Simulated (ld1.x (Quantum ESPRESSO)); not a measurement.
Ranking TM semilocal potentials for gold (Au)

All share these settings but for the change named:

| Item | Value |
| --- | --- |
| Element | Au (Z = 79) |
| Generator | ld1.x (Quantum ESPRESSO) 7.5 |
| Type | norm-conserving Troullier–Martins (semilocal form) |
| Functional | LDA (PZ) |
| Relativity | scalar-relativistic |
| Frozen core | [Xe] 4f14 |
| Valence charge | 11 |
| Reference configuration | 5d10 6s1 6p0 |
| Partial waves | 6s (bound): rc 2.35 bohr; 5d (bound): rc 1.65 bohr; 6p (bound, empty): rc 2.90 bohr |
| Local potential | the p channel |
| Core correction | none |

Test errors are all-electron minus pseudo excitation energies from the reference, over 5d10 6s0 6p0; 5d9 6s0 6p0; 5d8 6s0 6p0; 5d10 6s0 6p1; 5d9 6s2 6p0; 5d9 6s1 6p1; 5d9 6s1 6p0. None of these files shows a bound ghost.

The base gives 27.2 meV.

Of 10 variants that were run, those that failed, showed a ghost or another fault, or gave nearly equal values are left out.

A variant can come out equal or close to the base, since the largest error may sit in a test that the change hardly touches while other tests move.

Problem. Rank these variants by their largest absolute test error, smallest first.
A. wave 6s (bound): rc 2.35 bohr becomes 6s (bound): rc 3.10 bohr
B. wave 6s (bound): rc 2.35 bohr becomes 6s (bound): rc 2.64 bohr
C. wave 6s (bound): rc 2.35 bohr becomes 6s (bound): rc 2.04 bohr
D. wave 6s (bound): rc 2.35 bohr becomes 6s (bound): rc 2.26 bohr
E. wave 6s (bound): rc 2.35 bohr becomes 6s (bound): rc 3.36 bohr

Solution. C (25.2 meV), D (28.6 meV), B (32.9 meV), A (126.2 meV), E (204.6 meV).
